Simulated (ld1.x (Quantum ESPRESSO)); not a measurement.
# Before and after: ultrasoft potential for In (Z = 49)

```
Element                 : indium
Generator               : ld1.x (Quantum ESPRESSO) 7.5
Type                    : ultrasoft
Functional              : PW91
Relativity              : scalar-relativistic
Frozen core             : [Kr]
Valence charge          : 13
Reference configuration : 4d10 5s2 5p1
Partial waves           : 5s (bound): rcut 1.90, rcutus 2.10 bohr; 5s channel at 1.8 Ry: rcut 1.90, rcutus 2.10 bohr; 5p (bound): rcut 2.55, rcutus 3.25 bohr; 5p channel at 0.35 Ry: rcut 2.55, rcutus 3.25 bohr; 4d (bound): rcut 1.65, rcutus 1.95 bohr; 4d channel at 0.25 Ry: rcut 1.65, rcutus 1.95 bohr
Local potential         : all-electron potential smoothed inside 2.10 bohr (lloc = -1)
Core correction         : Bessel-smoothed model core inside 1.10 bohr
Augmentation charge     : PSQ, radius 1.65 bohr
```

All-electron outer shells of the reference configuration (PW91, scalar-relativistic, ld1.x):

```json
{"shell": "4s", "level (eV)": "-119.70", "outermost node (bohr)": "0.41", "outermost maximum (bohr)": "0.77"}
{"shell": "4p", "level (eV)": "-78.17", "outermost node (bohr)": "0.42", "outermost maximum (bohr)": "0.82"}
{"shell": "4d", "level (eV)": "-18.67", "outermost node (bohr)": "0.40", "outermost maximum (bohr)": "0.94"}
{"shell": "5s", "level (eV)": "-8.29", "outermost node (bohr)": "1.02", "outermost maximum (bohr)": "2.16"}
{"shell": "5p", "level (eV)": "-2.56", "outermost node (bohr)": "1.14", "outermost maximum (bohr)": "2.85"}
```

Change: waves 4d (bound): rcut 1.65, rcutus 2.80 bohr; 4d channel at 0.25 Ry: rcut 1.65, rcutus 2.80 bohr.

Cutoffs: the cutoffs (Ry, on a coarse ladder) from which the occupation-weighted sum of valence levels, in a spherical-Bessel basis at the reference potential, stays within 10 and 1 mRy of its value at 400 Ry; they do not see the model core or the augmentation charge, which bear on the density cutoff. Errors are all-electron minus pseudo energies relative to the spin-unpolarised reference configuration.

**Question.** What does the change do?

**Answer.** The potential gets softer (30 Ry and 50 Ry → 12 Ry and 21 Ry); the number of tests with a reliable result goes from 7 to 0 (the test run of the changed file stopped, so its transferability is not established); the range in which the d phases agree narrows (upper end 3.7 → 2.4); neither file shows a bound ghost. A larger radius leaves more room for a smooth pseudo-wave, so fewer plane waves are needed.

| quantity | base | changed |
| --- | --- | --- |
| cutoff, loose | 30 Ry | 12 Ry |
| cutoff, tight | 50 Ry | 21 Ry |
| loose cutoff by channel (10 mRy a level) | s 6 Ry, p 6 Ry, d 25 Ry | s 6 Ry, p 6 Ry, d 12 Ry |
| bound ghosts | none | none |
| tests with a reliable result | 7 of 7 | 0 of 7 (the test run stopped) |
| s: phases at 3.54 bohr within 0.05 rad from the reference energy up to (Ry; the scan ends near 5) | 4.2 | 4.2 |
| p: phases at 3.54 bohr within 0.05 rad from the reference energy up to (Ry; the scan ends near 5) | 1.9 | 1.9 |
| d: phases at 3.54 bohr within 0.05 rad from the reference energy up to (Ry; the scan ends near 5) | 3.7 | 2.4 |
| lowest overlap eigenvalue by channel | s 0.46, p 0.55, d 0.15 | s 0.46, p 0.55, d 0.82 |
